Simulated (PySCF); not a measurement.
Compound: C5H13NSi2.
Numbering: `[CH2:1]=[CH:2][CH2:3][N:4]1[SiH2:5][CH2:6][CH2:7][SiH2:8]1` (hydrogens: H9, H10 on C1; H11 on C2; H12, H13 on C3; H14, H15 on Si5; H16, H17 on C6; H18, H19 on C7; H20, H21 on Si8)

The same species was optimised twice, with GFN2-xTB and with PBE0-D3(BJ)/def2-SVP (PySCF), and the same property calculations (PySCF, gas phase) were run on both structures.

| coordinate | GFN2-xTB | PBE0-D3(BJ)/def2-SVP | change |
| --- | --- | --- | --- |
| N4–Si5 (Å) | 1.736 | 1.756 | +0.020 |
| N4–Si8 (Å) | 1.734 | 1.749 | +0.015 |
| C1=C2 (Å) | 1.319 | 1.334 | +0.015 |
| C3–N4 (Å) | 1.446 | 1.456 | +0.010 |
| C6–C7 (Å) | 1.533 | 1.542 | +0.009 |
| C7–Si8 (Å) | 1.899 | 1.890 | -0.009 |
| Si5–C6 (Å) | 1.900 | 1.892 | -0.008 |
| C2–C3 (Å) | 1.497 | 1.500 | +0.003 |
| Si5–N4–Si8 (°) | 116.8 | 113.3 | -3.5 |
| C3–N4–Si8 (°) | 121.7 | 124.1 | +2.4 |
| N4–Si5–C6 (°) | 96.9 | 98.9 | +2.0 |
| C6–C7–Si8 (°) | 109.1 | 107.1 | -2.0 |
| C3–N4–Si5 (°) | 120.8 | 122.5 | +1.7 |
| N4–Si8–C7 (°) | 97.9 | 99.5 | +1.6 |
| Si5–C6–C7 (°) | 108.7 | 107.7 | -1.0 |
| C2–C3–N4 (°) | 110.9 | 111.8 | +0.9 |
| C1–C2–C3–N4 (°) | 118 | 118 | 0 |
| C2–C3–N4–Si5 (°) | -79 | -53 | +26 |

Rotational constants: A = 2424, B = 995.5, C = 792.5 MHz (GFN2-xTB) against A = 2594, B = 950.5, C = 749.5 MHz (PBE0-D3(BJ)/def2-SVP). Point groups within 0.08 Å: C1 and C1.

On the GFN2-xTB structure: HOMO (eV) -6.74 [PBE0/pcSseg-1]; LUMO (eV) 0.26 [PBE0/pcSseg-1]; dipole (D) 0.42 [PBE0/pcSseg-1]; GIAO shielding of C1 (ppm) 66.5 [PBE0/pcSseg-1]; GIAO shielding of C2 (ppm) 41.0 [PBE0/pcSseg-1]; GIAO shielding of C3 (ppm) 134.6 [PBE0/pcSseg-1]; GIAO shielding of N4 (ppm) 240.5 [PBE0/pcSseg-1]; GIAO shielding of Si5/Si8 (mean) (ppm) 370.0 [PBE0/pcSseg-1]; GIAO shielding of C6/C7 (mean) (ppm) 178.8 [PBE0/pcSseg-1].

**Question.** What do these properties become on the PBE0-D3(BJ)/def2-SVP structure?

**Answer.** 
```json
{"property": "HOMO (eV)", "level": "PBE0/pcSseg-1", "on GFN2-xTB": "-6.74", "on PBE0-D3(BJ)/def2-SVP": "-6.78", "change": "-0.04"}
{"property": "LUMO (eV)", "level": "PBE0/pcSseg-1", "on GFN2-xTB": "0.26", "on PBE0-D3(BJ)/def2-SVP": "-0.01", "change": "-0.27"}
{"property": "dipole (D)", "level": "PBE0/pcSseg-1", "on GFN2-xTB": "0.42", "on PBE0-D3(BJ)/def2-SVP": "0.24", "change": "-0.18"}
{"property": "energy, GFN2-xTB geometry as zero (kcal/mol)", "level": "PBE0/pcSseg-1", "on GFN2-xTB": "0.0", "on PBE0-D3(BJ)/def2-SVP": "-2.7", "change": "-2.7"}
{"property": "GIAO shielding of C1 (ppm)", "level": "PBE0/pcSseg-1", "on GFN2-xTB": "66.5", "on PBE0-D3(BJ)/def2-SVP": "60.2", "change": "-6.3"}
{"property": "GIAO shielding of C2 (ppm)", "level": "PBE0/pcSseg-1", "on GFN2-xTB": "41.0", "on PBE0-D3(BJ)/def2-SVP": "35.4", "change": "-5.6"}
{"property": "GIAO shielding of C3 (ppm)", "level": "PBE0/pcSseg-1", "on GFN2-xTB": "134.6", "on PBE0-D3(BJ)/def2-SVP": "133.0", "change": "-1.6"}
{"property": "GIAO shielding of N4 (ppm)", "level": "PBE0/pcSseg-1", "on GFN2-xTB": "240.5", "on PBE0-D3(BJ)/def2-SVP": "241.7", "change": "+1.2"}
{"property": "GIAO shielding of Si5/Si8 (mean) (ppm)", "level": "PBE0/pcSseg-1", "on GFN2-xTB": "370.0", "on PBE0-D3(BJ)/def2-SVP": "370.1", "change": "+0.1"}
{"property": "GIAO shielding of C6/C7 (mean) (ppm)", "level": "PBE0/pcSseg-1", "on GFN2-xTB": "178.8", "on PBE0-D3(BJ)/def2-SVP": "177.2", "change": "-1.6"}
```

The heavy atoms differ by 0.283 Å rms after alignment. Among bonds between heavy atoms N4–Si5 changes most (+0.020 Å). Changes are differences of the printed values. Neither structure is proved a minimum here.
